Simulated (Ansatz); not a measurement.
Relaxation of FH$_{6}$NSSi$_{2}$ (11 atoms, charge 0, multiplicity 1), to a largest force component of 0.015 eV/Å in at most 40 steps.

All numbers below come from Ansatz, RKS B3LYP-D4/6-31G.

```xyz
11
Properties=species:S:1:pos:R:3
N -1.230 1.401 -1.552
Si -0.632 0.074 -0.803
S 0.386 0.928 0.809
Si 1.275 -0.946 1.438
F -0.010 -1.941 1.796
H -1.877 1.936 -0.894
H -0.490 2.098 -1.740
H -1.714 -0.748 -0.364
H 0.303 -0.551 -1.709
H 2.015 -1.554 0.378
H 2.038 -0.754 2.662
```

**Question.** Where does it end, and by what steps?

**Answer.** The run converged. Limits of this set-up: no polarisation functions. After 23 steps the energy has fallen by 1.485 eV; F5 moved furthest, 1.07 Å.

```tsv
step	energy less start (eV)	largest force component (eV/Å)	accepted
0	0.0000	5.886	yes
1	-1.0531	2.745	yes
2	-1.3429	0.898	yes
3	-1.4374	0.351	yes
4	-1.4426	0.290	yes
5	-1.4628	0.198	yes
6	-1.4721	0.078	yes
7	-1.4736	0.221	yes
8	-1.4762	0.113	yes
9	-1.4795	0.025	yes
10	-1.4802	0.174	yes
11	-1.4814	0.125	yes
12	-1.4831	0.049	yes
13	-1.4836	0.035	yes
14	-1.4841	0.033	yes
15	-1.4844	0.043	yes
16	-1.4845	0.040	yes
17	-1.4847	0.025	yes
18	-1.4848	0.019	yes
19	-1.4844	0.065	no
20	-1.4849	0.019	yes
21	-1.4849	0.016	yes
22	-1.4849	0.015	yes
23	-1.4850	0.014	yes
```

```xyz
11
Properties=species:S:1:pos:R:3
N -1.039 1.639 -1.634
Si -1.000 0.178 -0.672
S -0.115 0.472 1.416
Si 1.467 -1.058 1.565
F 0.822 -2.612 1.848
H -1.842 2.251 -1.644
H -0.221 2.026 -2.081
H -2.413 -0.260 -0.476
H -0.127 -0.849 -1.325
H 2.228 -1.156 0.278
H 2.305 -0.686 2.744
```

Whether the end is a true minimum wasn't checked by a vibrational analysis.

Time of the run: 93 s on 1 thread of Arm Neoverse V2, with other jobs on the host, peak memory 0.17 GiB.
